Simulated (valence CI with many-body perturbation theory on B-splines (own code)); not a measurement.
# E1 line list for Tb L

Calculated by configuration interaction combined with many-body perturbation theory (CI+MBPT): six valence electrons over a frozen Dirac-Fock core [Ne], radial functions for each j: 9 s, 9 p, 8 d, 6 f, 3 g, 1 h, with the one-electron correlation potential Σ1, the two-electron term Σ2, the three-electron term Σ3, Breit, model QED; selected CI, second order for the rest, scaled by the run's own slope (own B-spline code, finite nucleus).

No measured spectrum was set against this ion. As an estimate, large intervals hold to a few tenths of a per cent, small ones and those within an open d or f shell to about a per cent. Among the levels kept, up to 1100 cm⁻¹ of a level comes from second order outside the variational space, and about a tenth of that is noise between levels of different J, which matters for small intervals.

Lines 51 to 100 of 167 in falling wavelength, among levels below 473.10 eV, chosen from the strongest by gf and those to the six lowest levels. Wavelengths and rates use the calculated energies. Electric multipoles are in the length gauge with retardation, E1 and E2 with the static RPA response of the core. Weak lines are less certain than strong ones. Lines between different terms over intervals too small for the method are left out, as are lines whose strength nearly cancels. The highest levels of a list are the least certain.

Levels are named by their leading jj configuration (3d3/2^4 stands for four electrons in 3d with j = 3/2), which in mixed levels can hold well under half, so a name can repeat and another be missing. Letters in brackets count levels of one name in rising energy.

```csv
λ vac (Å),Upper,Lower,A (s⁻¹),log gf,Branch %
199.9,(3s^2 3p1/2^2 3d3/2 3d5/2) J=2,(3s^2 3p1/2 3p3/2^2 3d3/2) J=2 [b],8.68e+05,-4.58,0.0
196.2,(3s^2 3p1/2^2 3d3/2 3d5/2) J=3,(3s^2 3p1/2 3p3/2^2 3d3/2) J=4,5.95e+06,-3.62,0.0
195.4,(3s^2 3p1/2^2 3p3/2 3d5/2) J=2,(3s^2 3p1/2 3p3/2^3) J=1,1.50e+07,-3.37,0.0
190.6,(3s^2 3p1/2^2 3d3/2 3d5/2) J=1,(3s^2 3p1/2 3p3/2^2 3d3/2) J=2 [b],5.70e+05,-5.03,0.0
183.6,(3s^2 3p1/2^2 3d3/2^2) J=2,(3s 3p1/2^2 3p3/2^3) J=2,1.03e+06,-4.58,0.0
179.8,(3s^2 3p1/2^2 3d3/2^2) J=0,(3s 3p1/2^2 3p3/2^3) J=1,6.77e+06,-4.48,0.0
174.8,(3s^2 3p1/2^2 3d3/2 3d5/2) J=3,(3s^2 3p1/2 3p3/2^2 3d3/2) J=3 [a],1.39e+07,-3.35,0.0
170.0,(3s^2 3p1/2^2 3p3/2 3d5/2) J=3,(3s^2 3p1/2 3p3/2^3) J=2,3.19e+04,-6.01,0.0
163.2,(3s^2 3p1/2 3p3/2^2 3d5/2) J=1 [b],(3s^2 3p3/2^4) J=0,1.68e+07,-3.70,0.0
160.9,(3s^2 3p1/2^2 3d3/2 3d5/2) J=4,(3s^2 3p1/2 3p3/2^2 3d3/2) J=4,4.01e+07,-2.85,0.0
159.7,(3s^2 3p1/2^2 3d3/2 3d5/2) J=3,(3s^2 3p1/2 3p3/2^2 3d3/2) J=2 [a],5.93e+06,-3.80,0.0
154.5,(3s^2 3p1/2^2 3d3/2 3d5/2) J=2,(3s^2 3p1/2 3p3/2^2 3d3/2) J=3 [a],1.43e+06,-4.59,0.0
151.6,(3s^2 3p1/2^2 3p3/2 3d5/2) J=1,(3s^2 3p1/2 3p3/2^3) J=2,2.94e+07,-3.52,0.0
146.2,(3s^2 3p1/2^2 3d3/2 3d5/2) J=4,(3s^2 3p1/2 3p3/2^2 3d3/2) J=3 [a],6.07e+06,-3.76,0.0
145.2,(3s^2 3p1/2^2 3d3/2 3d5/2) J=2,(3s^2 3p1/2 3p3/2^2 3d3/2) J=1 [a],1.96e+07,-3.51,0.0
142.5,(3s^2 3p1/2^2 3d3/2 3d5/2) J=2,(3s^2 3p1/2 3p3/2^2 3d3/2) J=2 [a],3.60e+07,-3.26,0.0
140.2,(3s^2 3p1/2^2 3d3/2 3d5/2) J=1,(3s^2 3p1/2 3p3/2^2 3d3/2) J=1 [a],7.44e+07,-3.18,0.1
139.1,(3s^2 3p1/2^2 3d3/2 3d5/2) J=1,(3s^2 3p1/2 3p3/2^2 3d3/2) J=0,4.61e+07,-3.40,0.0
137.7,(3s^2 3p1/2^2 3d3/2 3d5/2) J=1,(3s^2 3p1/2 3p3/2^2 3d3/2) J=2 [a],1.26e+07,-3.97,0.0
137.4,(3s^2 3p1/2^2 3p3/2 3d5/2) J=1,(3s^2 3p1/2 3p3/2^3) J=1,2.00e+06,-4.77,0.0
114.6,(3s^2 3p1/2^2 3d3/2 3d5/2) J=2,(3s 3p1/2^2 3p3/2^3) J=1,8.74e+06,-4.07,0.0
112.8,(3s^2 3p3/2^4) J=0,(3s^2 3p1/2^2 3p3/2 3d5/2) J=1,5.17e+06,-5.01,2.8
111.5,(3s^2 3p1/2^2 3d3/2 3d5/2) J=1,(3s 3p1/2^2 3p3/2^3) J=1,7.52e+05,-5.38,0.0
106.3,(3s^2 3p1/2^2 3d3/2 3d5/2) J=3,(3s 3p1/2^2 3p3/2^3) J=2,1.31e+06,-4.81,0.0
96.06,(3s^2 3p1/2^2 3d3/2 3d5/2) J=1,(3s 3p1/2^2 3p3/2^3) J=2,8.44e+07,-3.46,0.1
90.06,(3s^2 3p1/2^2 3d3/2^2) J=2,(3s^2 3p1/2^2 3p3/2 3d5/2) J=3,2.10e+08,-2.89,1.2
86.66,(3s 3p1/2^2 3p3/2^3) J=2,(3s^2 3p1/2 3p3/2^3) J=2,7.89e+09,-1.35,2.2
83.72,(3s^2 3p1/2^2 3d3/2^2) J=0,(3s^2 3p1/2^2 3p3/2 3d5/2) J=1,4.33e+07,-4.34,0.2
81.85,(3s 3p1/2^2 3p3/2^3) J=2,(3s^2 3p1/2 3p3/2^3) J=1,1.10e+10,-1.26,3.1
79.70,(3s^2 3p1/2^2 3d3/2^2) J=2,(3s^2 3p1/2^2 3p3/2 3d5/2) J=2,1.45e+08,-3.16,0.8
77.04,(3s 3p1/2^2 3p3/2^3) J=1,(3s^2 3p1/2 3p3/2^3) J=2,2.18e+10,-1.24,4.9
73.21,(3s 3p1/2^2 3p3/2^3) J=1,(3s^2 3p1/2 3p3/2^3) J=1,6.47e+09,-1.81,1.4
68.56,(3s^2 3p3/2^4) J=0,(3s^2 3p1/2^2 3p3/2 3d3/2) J=1,2.72e+07,-4.72,15.0
68.09,(3s^2 3p1/2 3p3/2^2 3d3/2) J=2 [a],(3s^2 3p1/2 3p3/2^3) J=2,1.05e+09,-2.44,15.7
67.49,(3s^2 3p1/2 3p3/2^2 3d3/2) J=1 [a],(3s^2 3p1/2 3p3/2^3) J=2,9.36e+09,-1.72,8.0
66.37,(3s^2 3p1/2^2 3d3/2 3d5/2) J=3,(3s^2 3p1/2^2 3p3/2 3d5/2) J=3,3.03e+09,-1.85,2.6
66.20,(3s^2 3p1/2^2 3d3/2 3d5/2) J=2,(3s^2 3p1/2^2 3p3/2 3d5/2) J=1,5.74e+09,-1.72,4.3
65.89,(3s^2 3p1/2^2 3p3/2 3d3/2) J=1,(3s^2 3p1/2^2 3p3/2^2) J=0,2.73e+09,-2.27,24.5
65.66,(3s^2 3p1/2 3p3/2^2 3d3/2) J=3 [a],(3s^2 3p1/2 3p3/2^3) J=2,8.80e+08,-2.40,4.9
65.14,(3s^2 3p1/2^2 3d3/2 3d5/2) J=1,(3s^2 3p1/2^2 3p3/2 3d5/2) J=1,1.23e+09,-2.63,0.9
65.08,(3s^2 3p1/2 3p3/2^2 3d3/2) J=2 [a],(3s^2 3p1/2 3p3/2^3) J=1,1.17e+08,-3.43,1.7
64.77,(3s^2 3p1/2 3p3/2^2 3d3/2) J=0,(3s^2 3p1/2 3p3/2^3) J=1,6.93e+09,-2.36,99.2
64.54,(3s^2 3p1/2 3p3/2^2 3d3/2) J=1 [a],(3s^2 3p1/2 3p3/2^3) J=1,2.42e+08,-3.34,0.2
63.21,(3s^2 3p1/2^2 3d3/2 3d5/2) J=2,(3s^2 3p1/2^2 3p3/2 3d5/2) J=3,2.21e+09,-2.18,1.7
62.54,(3s^2 3p1/2^2 3p3/2 3d3/2) J=2,(3s^2 3p1/2^2 3p3/2^2) J=2,5.28e+09,-1.81,100.0
62.35,(3s^2 3p1/2^2 3d3/2^2) J=2,(3s^2 3p1/2^2 3p3/2 3d3/2) J=3,4.48e+09,-1.88,26.2
62.08,(3s^2 3p1/2^2 3d3/2^2) J=2,(3s^2 3p1/2^2 3p3/2 3d3/2) J=1,6.98e+09,-1.70,40.8
61.77,(3s^2 3p1/2^2 3d3/2 3d5/2) J=4,(3s^2 3p1/2^2 3p3/2 3d5/2) J=3,3.42e+09,-1.75,2.1
60.57,(3s^2 3p1/2^2 3d3/2 3d5/2) J=3,(3s^2 3p1/2^2 3p3/2 3d5/2) J=2,5.03e+09,-1.71,4.4
60.55,(3s^2 3p1/2^2 3p3/2 3d3/2) J=1,(3s^2 3p1/2^2 3p3/2^2) J=2,8.39e+09,-1.86,75.5
```

How does gf follow from A for the line at 64.54 Å?

gf = 1.4992 × (2J+1)_upper × A / σ², with σ = 1549458 cm⁻¹ and 2J+1 = 3: gf = 0.000454.
